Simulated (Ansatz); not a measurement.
## From B(NH2)3 to BF3: predicting a member

On one B centre, n of the NH2 ligands are replaced by F. The atomisation energy (no zero-point term) y in kJ/mol at CCSD(T)/CBS estimate. Shapes, held fixed at every level: PBE0-D4/def2-TZVP. Programs: Ansatz 0.2.0.

| molecule | n | y (kJ/mol) |
| --- | --- | --- |
| B(NH2)3 | 0 | 3785 |
| B(NH2)2F | 1 | 3195 |
| B(NH2)F2 | 2 | ? |
| BF3 | 3 | 1961 |

Q: Fit y = c + s·n to the known rows and predict B(NH2)F2.

A: 
1. Means of the 3 rows: n = 1.33333, y = 2980.3.
2. Σ(Δn)² = 4.6667, Σ(Δn·Δy) = -2843.3, so the slope is -2843.3/4.6667 = -609.27.
3. Intercept: 2980.3 − (-609.27) × 1.33333 = 3792.7. The largest residual of the fit is 12.
4. B(NH2)F2: 3792.7 + (-609.27) × 2 = 2574 kJ/mol.

The run gave 2591 kJ/mol, so the prediction is off by -17 kJ/mol, about the scatter of the fit. The steps per swap are -590, -604, -630 kJ/mol. The slope is the difference between a B–F and a B–NH2 bond with the ligands’ own bonds. Other levels give for B(NH2)F2: r2SCAN-D4/def2-TZVPP 2603; wB97M-V/def2-TZVPP 2610; wB97X-V/def2-TZVPP 2596 kJ/mol. The CBS estimate extrapolates MP2 from def2-TZVPP and def2-QZVPP and adds CCSD(T) − MP2 in the triple-zeta set, cores frozen.
